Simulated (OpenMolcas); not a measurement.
Co3+ (d6) among equal point charges was computed by CASSCF with the d shell active (OpenMolcas, ANO-RCC-VTZP on the metal). Its lowest spin-free states, and all those of the highest spin:

| 2S+1 | Degeneracy | E (cm-1) |
| --- | --- | --- |
| 5 | 1 | 0.0 |
| 5 | 2 | 1220 |
| 3 | 1 | 16798 |
| 5 | 1 | 17659 |
| 3 | 2 | 19531 |
| 3 | 1 | 22910 |
| 3 | 1 | 22933 |
| 3 | 2 | 24708 |
| 3 | 2 | 26794 |
| 5 | 1 | 27148 |
| 3 | 1 | 28057 |
| 3 | 1 | 29790 |

Task: Is the site octahedral, tetrahedral or cube-like, axial, or of lower symmetry?

Result: The states with 2S+1 = 5 have orbital degeneracies 1, 2, 1, 1. There are pairs but no triples, so the site is axial: not cubic, but with a proper or improper axis of order three or more. The run had Co3+ among 4 point charges of -2.5 e arranged as a square (D4h), 1.65 Å from the ion. The active orbitals were held to one l.

Without dynamic correlation the repulsion within the d shell is too large (B by tens of per cent), so at a given field states of lower spin stand too high. Point charges give a weaker field than real ligands, and real ions of this kind are often low spin; the high spin found here belongs to the model. Point charges carry no covalency, so the field is a model and not that of real ligands. No measured value stands beside these numbers.
